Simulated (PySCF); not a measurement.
## Spinor energies of Fe⁷⁺ (iron, charge +7)

Start: [Ar] 3d1; 3d5/2 filled at m_j = +5/2. Calculated with PySCF 2.14 in an even-tempered Gaussian basis (17 s from 0.34 bohr⁻², ratio 2.8; 12 p from 0.45 bohr⁻², ratio 2.8; 8 d from 0.45 bohr⁻², ratio 2.8; 4 f from 1.3 bohr⁻², ratio 3): generalised Hartree-Fock with the X2C-1e Hamiltonian and a Gaussian nucleus; one run each with spin-orbit coupling (SO) screened by Boettger's factors, then bare. This is a chosen level, not necessarily the ground level.

```
spinor shell  electrons  ε, screened SO (eV)  ε, bare SO (eV)  weight of nominal j (bare SO)  rms radius, bare SO (bohr)
       1s1/2          2              -7323.7          -7323.7                          1.000                      0.0675
       2s1/2          2              -1034.9          -1034.9                          1.000                       0.288
       2p1/2          2              -908.68          -909.42                          0.998                       0.257
       2p3/2          4              -896.34          -896.00                          0.999                       0.261
       3s1/2          2              -250.21          -250.21                          1.000                       0.814
       3p3/2          4              -206.18          -206.15                          0.912                       0.843
       3p1/2          2              -207.69          -207.78                          0.824                       0.837
       3d5/2          1              -151.40          -151.34                          1.000                       0.853
```

```csv
quantity,screened SO,bare SO
E (hartree),-1256.59129,-1256.59280
M_J,5/2,5/2
⟨J²⟩,8.754,8.754
⟨L²⟩,6.004,6.004
⟨S²⟩,0.751,0.752
```

Each row is a mean over spinors that exchange with the open shell spreads, by up to 7.816 eV (3p3/2).

Rows whose weight is well below 1 are mixtures of j = l ± 1/2: exchange outweighs spin-orbit coupling there, and the label is only the starting occupation.
